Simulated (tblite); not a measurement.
`C=CPCC(C)C`. Structure optimised with GFN2-xTB, isolated species.

```
atom  x, y, z in Å
C1     3.4806   -0.3054   -1.2756
C2     2.6485   -0.7869   -0.3664
P3     1.5428    0.2102    0.6731
C4    -0.0626   -0.5155    0.0516
C5    -1.2889    0.0550    0.7646
C6    -1.4140    1.5554    0.5220
C7    -2.5490   -0.6688    0.2941
H8     4.1538   -0.9409   -1.8289
H9     3.5256    0.7484   -1.5010
H10    2.6372   -1.8472   -0.1371
H11    1.5620    1.3316   -0.1642
H12   -0.1402   -0.3648   -1.0290
H13   -0.0028   -1.5934    0.2386
H14   -1.1689   -0.1126    1.8411
H15   -2.3058    1.9474    1.0059
H16   -1.4812    1.7641   -0.5441
H17   -0.5480    2.0777    0.9253
H18   -2.7031   -0.5078   -0.7713
H19   -2.4699   -1.7391    0.4716
H20   -3.4213   -0.2967    0.8266
```

Problem. Which two atoms are farthest apart?

Solution. H8···H20, 8.05 Å; the next longest distance is 7.62 Å.

Problem. Give the dihedral angles P3–C4–C5–H14, H9–C1–C2–H10, C6–C5–C7–H19, C7–C5–C6–H17, C2–P3–C4–C5.

Solution. P3–C4–C5–H14 -56° (synclinal); H9–C1–C2–H10 -178° (antiperiplanar); C6–C5–C7–H19 180° (antiperiplanar); C7–C5–C6–H17 176° (antiperiplanar); C2–P3–C4–C5 178° (antiperiplanar). Dihedral signs follow IUPAC: positive where, seen along the central bond, the front bond turns clockwise onto the rear one.

Problem. Work out the bond lengths C1=C2, C4–C5, C4–H12, C7–H18 in Å.

Solution. For C1=C2 the difference vector is (-0.8321, -0.4815, 0.9092) Å, of length 1.3232 Å. C1=C2 1.323; C4–C5 1.529; C4–H12 1.094; C7–H18 1.088 Å.

Problem. How far are the heavy atoms from their best plane (unweighted least squares)?

Solution. 0.411 Å rms; C1 0.61, C2 0.22, P3 0.69, C4 0.02, C5 0.28, C6 0.41, C7 0.19 Å (magnitudes).

Problem. What are the angles C2–C1–H9, H8–C1–H9, C5–C4–H13, H19–C7–H20, H18–C7–H19, C5–C7–H19?

Solution. From the scalar product of the two bond vectors; for C2–C1–H9 it is -0.7498 Å² over 1.3232 × 1.0786 Å², cos θ = -0.5254. C2–C1–H9 121.7°; H8–C1–H9 116.3°; C5–C4–H13 109.3°; H19–C7–H20 108.4°; H18–C7–H19 108.4°; C5–C7–H19 110.9°.

Its GFN2-xTB frequencies are all real (lowest 48 cm⁻¹). The numbers are those of one conformer. 3 starts were optimised and ended at 0.00, 0.24 and 0.67 kcal/mol (GFN2-xTB); the lowest of these is shown.

These are computed values.
